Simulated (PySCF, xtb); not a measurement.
SbBr2, SMILES [Br][Sb+][Br] (connectivity only; charge and spin as stated), charge +1, multiplicity 1.

Harmonic wavenumbers (cm⁻¹) from GFN2-xTB run with xtb at its own minimum, in rising order: 78, 240, 248.

Question: What does PBE-D3(BJ)/def2-SVP in PySCF give at its own minimum? (The exact figures need the calculation; the answer reports its results.)

Answer: 86, 277, 282. Paired by order, the mean absolute difference is 26 cm⁻¹ and the zero-point energies are 0.8 and 0.9 kcal/mol.
